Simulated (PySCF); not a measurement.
**From computed data to an observable: entropy of an ideal gas**

C4H2BrCl, SMILES C(=C/Cl)(/C#C)Br.

Geometry optimised at ωB97X-D3(BJ)/def2-SVP. The structure was generated by enumeration; whether it is a known compound was not checked.

ωB97X-D3(BJ)/def2-SVP (PySCF 2.14.0) gives the harmonic wavenumbers 120, 192, 197, 265, 301, 454, 610, 728, 732, 751, 860, 862, 1069, 1310, 1708, 2270, 3260, 3484 cm⁻¹ and the rotational temperatures 0.1496, 0.0468, 0.0357 K. The molar mass is 165.41 g/mol, the symmetry number 1, the spin multiplicity 1.

Task: Work out the entropy at 298.15 K and 1 atm in the rigid-rotor, harmonic-oscillator model.

Result: 
Translation (Sackur–Tetrode at 1 atm): S = R[1.5 ln M + 2.5 ln T − 1.16487] = 172.5 J/(mol K).
Rotation: q = (√π/σ) T^1.5/√(θA θB θC) = 577000, S = R[ln q + 3/2] = 122.8 J/(mol K).
Vibration: with u = 1.4388 ν/T, each mode gives R[u/(e^u − 1) − ln(1 − e^−u)]:
| ν (cm⁻¹) | modes | u | S (J/(mol K)) |
|---|---|---|---|
| 120 | 1 | 0.58 | 12.97 |
| 192 | 1 | 0.93 | 9.24 |
| 197 | 1 | 0.95 | 9.04 |
| 265 | 1 | 1.28 | 6.81 |
| 301 | 1 | 1.45 | 5.91 |
| 454 | 1 | 2.19 | 3.28 |
| 610 | 1 | 2.94 | 1.81 |
| 728 | 1 | 3.51 | 1.15 |
| 732 | 1 | 3.53 | 1.13 |
| 751 | 1 | 3.62 | 1.05 |
| 860 | 1 | 4.15 | 0.68 |
| 862 | 1 | 4.16 | 0.68 |
| 1069 | 1 | 5.16 | 0.30 |
| 1310 | 1 | 6.32 | 0.11 |
| 1708 | 1 | 8.24 | 0.02 |
The stiffer modes add less than 0.005 each. Sum 54.2 J/(mol K).
Spin: R ln 1 = 0.0 J/(mol K).
Total 349.4 J/(mol K); the program's own thermochemistry gives 349.4. Translation makes up 49 % and vibration 16 %. Anharmonicity, hindered rotation and orbital degeneracy are left out.
